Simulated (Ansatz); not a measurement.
Reactions of C2H7InO, SMILES `[CH3][InH][CH2]O`.

Calculated with Ansatz (gas phase, PBE0-D4/def2-TZVP geometries, no zero-point term in ΔE). CCSD(T)/CBS is the MP2 limit (def2-TZVPP, def2-QZVPP) plus CCSD(T) − MP2 in def2-TZVPP, frozen cores. This one scheme is used for every species, atoms too. DFT in def2-TZVPP. Open shells (•) are unrestricted, without spin–orbit coupling. Spin–orbit coupling would lower the free atoms: a little for C, O; strongly for In. def2 core potentials past Kr. For Br, I, In outer-core shells are correlated without core-valence functions, so the limit isn't a true one: a few kJ/mol of doubt a bond, and 10 to 20 or more in all where bonds break to atoms. Scalar relativity is left out up to krypton. Each species was taken in one conformer, which may not be the lowest.

```csv
reaction,PBE-D4 (eV),CCSD(T)/CBS(def2) (eV)
`[CH3][InH][CH2]O` → `[CH2][InH][CH3]`• + `[OH]`•,4.05,3.90
`[CH3][InH][CH2]O` + `S[SiH2]S` → `OCS[SiH2]S` + `[CH3][InH2]`,-0.16,-0.05
`[CH3][InH][CH2]O` → 2 C• + 7 H• + In• + O•,38.01,37.62
`[CH3][InH][CH2]O` + `CC(O)F` → `CC(F)OCO` + `[CH3][InH2]`,-0.01,0.00
`[CH3][InH][CH2]O` + HBr → `[CH3][InH][Br]` + CH₃OH,-1.94,-2.06
`[CH3][InH][CH2]O` + HCl → `[CH3][InH][CH2]Cl` + H₂O,-0.47,-0.60
`[CH3][InH][CH2]O` + PH₃ → `[CH3][InH][PH2]` + CH₃OH,-1.00,-1.02
`[CH3][InH][CH2]O` + HI → `O[CH2][InH][I]` + CH₄,-2.08,-2.10
`[CH3][InH][CH2]O` → `C[CH2][InH][OH]`,-1.22,-1.35
`[CH3][InH][CH2]O` + CH₃NH₂ → `C[NH][InH][CH3]` + CH₃OH,-0.57,-0.68
```

Largest T1 diagnostic: 0.015, for In•.
